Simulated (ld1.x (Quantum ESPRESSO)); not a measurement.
Ne, TM: configuration errors across variants

ld1.x (Quantum ESPRESSO) 7.5 input, shortened:

```
&input
   title='Ne', zed=10., rel=0, dft='PBE', iswitch=3,
   config='[He] 2s2 2p6'
 /
 &inputp
   pseudotype=2, tm=.true., lloc=0,
   nlcc=.false.
 /
2
2P  2  1   6.00   0.00  1.00  1.00  0.0
1S  1  0   2.00   0.00  0.30  0.30  0.0
 &test
   configts(1)='1s2 2s2 2p6'
 /
```

Occupied shells without a wave of their own: 2s. They enter only through the test configuration that unscreens the potential.

All-electron excitation energies from the reference (eV): (1) 1s2 2s2 2p5 22.491; (2) 1s2 2s2 2p4 65.772; (3) 1s2 2s2 2p3 133.210; (4) 1s2 2s2 2p2 227.835; (5) 1s2 2s1 2p6 45.749; (6) 1s1 2s2 2p6 878.940; (7) 1s2 2s2 2p5.5 8.875.

For the base: The 2s level has no wave, so the channel is fitted at the deeper level alone: the likely source of the large errors.

The file “base” misses its own reference levels by 2.8 eV. The file “wave 2p (bound): rc 1.00 bohr becomes 2p (bound): rc 0.68 bohr” misses its own reference levels by 2.8 eV. The file “wave 2p (bound): rc 1.00 bohr becomes 2p (bound): rc 0.76 bohr” misses its own reference levels by 2.8 eV. The file “wave 2p (bound): rc 1.00 bohr becomes 2p (bound): rc 0.82 bohr” misses its own reference levels by 2.8 eV. The file “wave 2p (bound): rc 1.00 bohr becomes 2p (bound): rc 0.92 bohr” misses its own reference levels by 2.8 eV. The file “wave 2p (bound): rc 1.00 bohr becomes 2p (bound): rc 1.02 bohr” misses its own reference levels by 2.8 eV. The file “wave 2p (bound): rc 1.00 bohr becomes 2p (bound): rc 1.12 bohr” misses its own reference levels by 2.8 eV. The file “wave 2p (bound): rc 1.00 bohr becomes 2p (bound): rc 1.20 bohr” misses its own reference levels by 2.8 eV. The file “wave 2p (bound): rc 1.00 bohr becomes 2p (bound): rc 1.40 bohr” misses its own reference levels by 2.8 eV. The file “wave 2p (bound): rc 1.00 bohr becomes 2p (bound): rc 1.48 bohr” misses its own reference levels by 2.8 eV.

Errors AE − PS in meV (a dash: test not solved or not reliable):

| change | (1) | (2) | (3) | (4) | (5) | (6) | (7) | bound ghosts |
| --- | --- | --- | --- | --- | --- | --- | --- | --- |
| base | +27 | +150 | +468 | +1155 | +2967 | +1393 | +5.7 | not determined |
| wave 2p (bound): rc 1.00 bohr becomes 2p (bound): rc 0.68 bohr | +24 | +112 | +284 | +570 | +2981 | +2350 | +5.4 | not determined |
| wave 2p (bound): rc 1.00 bohr becomes 2p (bound): rc 0.76 bohr | +24 | +117 | +307 | +647 | +2981 | +2095 | +5.5 | not determined |
| wave 2p (bound): rc 1.00 bohr becomes 2p (bound): rc 0.82 bohr | +25 | +122 | +332 | +730 | +2979 | +1884 | +5.5 | not determined |
| wave 2p (bound): rc 1.00 bohr becomes 2p (bound): rc 0.92 bohr | +26 | +136 | +401 | +950 | +2973 | +1544 | +5.6 | not determined |
| wave 2p (bound): rc 1.00 bohr becomes 2p (bound): rc 1.02 bohr | +28 | +157 | +497 | +1242 | +2965 | +1360 | +5.8 | not determined |
| wave 2p (bound): rc 1.00 bohr becomes 2p (bound): rc 1.12 bohr | +31 | +193 | +653 | +1699 | +2951 | +1361 | +6.2 | not determined |
| wave 2p (bound): rc 1.00 bohr becomes 2p (bound): rc 1.20 bohr | +34 | +219 | +763 | +2011 | +2941 | +1468 | +6.5 | not determined |
| wave 2p (bound): rc 1.00 bohr becomes 2p (bound): rc 1.40 bohr | +54 | +391 | +1432 | +3790 | +2889 | +2652 | +9.4 | not determined |
| wave 2p (bound): rc 1.00 bohr becomes 2p (bound): rc 1.48 bohr | +64 | +475 | +1740 | +4565 | +2868 | +3253 | +11 | not determined |

Problem. Give the same row for: wave 2p (bound): rc 1.00 bohr becomes 2p (bound): rc 1.32 bohr.

Solution. +43, +298, +1081, +2874, +2915, +1974, +7.8; bound ghosts: not determined.
